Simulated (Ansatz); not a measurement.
Consider the redistribution: `BOB[SiH2][AlH2]` + `[CH3][AlH][CH3]` → `CB[SiH2][AlH2]` + `B[O][AlH][CH3]`.

Isolated molecules relaxed with PBE0-D4/def2-TZVP in Ansatz; ΔE leaves out vibrations. CCSD(T)/CBS is the MP2 limit (def2-TZVPP, def2-QZVPP) plus CCSD(T) − MP2 in def2-TZVPP, frozen cores. DFT in def2-TZVPP. One conformer a species, not always the lowest.

| level | ΔE (kJ/mol) |
| --- | --- |
| r2SCANh-D4 | -45.9 |
| BHLYP-D4 | -48.2 |
| PBE0 | -40.4 |
| MP2/def2-TZVPP | -51.0 |

Question: What does CCSD(T)/CBS give? (Best estimate.)

Answer: The calculation gave: -47.0 kJ/mol. The listed levels differ from it by 1.1, -1.2, 6.6, -4.0 kJ/mol.

Largest T1 diagnostic among the species: 0.017.

From BLYP to BHLYP (50 % exact exchange), in def2-TZVPP and without D4, ΔE moves by −10.2 kJ/mol. At CCSD(T), def2-SVP lies +7.4 kJ/mol from the extrapolated value and def2-TZVPP −1.1 kJ/mol. Leaving LDA and LC-ωPBE aside and taking each functional with its dispersion term where it has one, the values, not all of them listed here, spread over 14.0 kJ/mol, from B97M-V to PBE-D4. LDA lies +4.1 kJ/mol from PBE without D4.
